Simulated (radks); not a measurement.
Values are calculated unless marked as measured or tabulated.
Q: These are the eigenvalues of the occupied orbitals of an atom or ion with whole-number occupations (Ry). Level of theory: scalar-relativistic Kohn-Sham, B86b exchange with PBE correlation, spin-polarised, spherical densities, finite nucleus; Fermi nuclear charge, rms radius of each element as measured or else 0.836 A^(1/3) + 0.57 fm (a radial shooting solver on a logarithmic mesh with Libxc functionals).

1s up: -357.6707
1s down: -357.6703
2s up: -39.17271
2s down: -39.12539
2p up: -32.35769
2p down: -32.32104
3s up: -4.39363
3s down: -4.23057
3p up: -2.65893
3p down: -2.49388
4s up: -0.30635
3d up: -0.17985

Which element is it, and in what charge state? The configuration may be excited. Open shells, if any, are filled with parallel spins first.

A: Z = 22, titanium, charge 0: Ti in [Ar] 3d3 4s1. The list shows which subshells hold electrons but not how many an open one holds; the 1s level, -178.84 hartree, gives Z - s = 18.9 by -(Z - s)^2/2, which with screening and relativity narrows Z to a few neighbours, and the depths of the outer levels then fix element, charge and occupations together.
